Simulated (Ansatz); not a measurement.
Basis-set extrapolation for C₆H₁₄S (`CCCCSCC`) (PBE0-D4/def2-TZVP geometry, frozen core, Ansatz). Multiplicity 1, RHF reference.

```
                      def2-TZVPP   def2-QZVPP
                 HF  -632.990784  -633.013383
    MP2 correlation    -1.238898    -1.320563
CCSD(T) correlation    -1.375087      not run
```

Energies in hartree. Use E(X) = E(∞) + A·exp(−7.88·√X) for Hartree–Fock and E(X) = E(∞) + B·X^(−2.97) for correlation, with X = 3 and 4, and add CCSD(T) minus MP2 of the smaller set to the MP2 limit.

Question: What is the CCSD(T) energy at the basis-set limit?

Answer: HF limit: -633.013383 + (-0.022599) × 0.13774 = -633.01650. MP2 limit: -1.320563 + (-0.081665) × 0.74074 = -1.38106. Higher-order term: -1.375087 − (-1.238898) = -0.13619. Total: -634.53375 hartree, 4.57 eV below CCSD(T)/def2-TZVPP.
